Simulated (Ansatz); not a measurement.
`CCC(Cl)CC(Cl)CC(Cl)CC(Cl)CC(C)Cl` with charge +1. The state is a doublet with charge 1. Geometry r2SCAN-D4/def2-SVP, that of the neutral singlet; atoms count from 1.

```xyz
38

C    -2.9553    1.7921    3.4391
C    -2.8393    2.1212    1.9569
C    -3.5116    1.1174    1.0318
Cl   -5.2882    0.9792    1.4301
C    -3.4135    1.4588   -0.4558
C    -1.9841    1.6552   -0.9521
Cl   -2.0554    2.1136   -2.7152
C    -1.0908    0.4348   -0.7926
C     0.3696    0.6694   -1.1420
Cl    1.0595    1.9085    0.0124
C     1.1977   -0.6030   -1.0708
C     2.6647   -0.4493   -1.4372
Cl    2.8147    0.2394   -3.1180
C     3.4586   -1.7510   -1.4040
C     3.4047   -2.5233   -0.0921
C     4.3270   -3.7254   -0.0868
Cl    3.8473   -1.4225    1.2984
H    -2.4007    2.5235    4.0451
H    -4.0053    1.7999    3.7645
H    -2.5424    0.7939    3.6576
H    -1.7704    2.1557    1.6755
H    -3.2504    3.1248    1.7464
H    -3.1200    0.1059    1.2290
H    -3.9803    2.3851   -0.6423
H    -3.9002    0.6635   -1.0439
H    -1.5158    2.5235   -0.4664
H    -1.1473    0.0817    0.2527
H    -1.4795   -0.3774   -1.4330
H     0.4575    1.1300   -2.1370
H     0.7293   -1.3488   -1.7396
H     1.1488   -0.9940   -0.0386
H     3.1308    0.2969   -0.7783
H     3.0809   -2.4213   -2.1979
H     4.5092   -1.5256   -1.6511
H     2.3729   -2.8379    0.1299
H     5.3706   -3.4146   -0.2468
H     4.0411   -4.4160   -0.8971
H     4.2657   -4.2640    0.8693
```

Single mean-field runs in def2-TZVP are fitted with def2-universal-jkfit.

Problem. Estimate the Mulliken populations of the heavy atoms from the PBE0/def2-TZVP orbitals of Ansatz.

Solution. 
```
atom  charge (e)  spin (α − β)
  C1       -0.38          0.01
  C2       -0.23          0.00
  C3       -0.06          0.00
 Cl4        0.01          0.22
  C5       -0.19          0.04
  C6       -0.02          0.00
 Cl7       -0.02          0.17
  C8       -0.33          0.01
  C9       -0.01          0.02
Cl10       -0.09          0.08
 C11       -0.32          0.01
 C12        0.01          0.00
Cl13       -0.03          0.17
 C14       -0.25          0.03
 C15       -0.05          0.00
 C16       -0.36          0.01
Cl17       -0.04          0.17
```
Mulliken values and Mayer orders depend strongly on the basis.

Problem. Where does the spin sit?

Solution. Summed by element: C 0.13, Cl 0.81, H 0.06, of 1 unpaired in all. Largest on single atoms: Cl4 0.22, Cl7 0.17, Cl13 0.17.

Problem. And the Mayer bond orders between bonded heavy atoms (over 0.3)?

Solution. C1–C2 1.01 (1.52 Å); C2–C3 0.99 (1.52 Å); C3–Cl4 0.99 (1.83 Å); C3–C5 0.94 (1.53 Å); C5–C6 0.93 (1.53 Å); C6–Cl7 0.98 (1.82 Å); C6–C8 0.99 (1.52 Å); C8–C9 1.00 (1.52 Å); C9–Cl10 0.94 (1.83 Å); C9–C11 1.01 (1.52 Å); C11–C12 0.99 (1.52 Å); C12–Cl13 0.97 (1.82 Å); C12–C14 0.98 (1.53 Å); C14–C15 0.98 (1.52 Å); C15–C16 1.01 (1.52 Å); C15–Cl17 0.97 (1.83 Å).
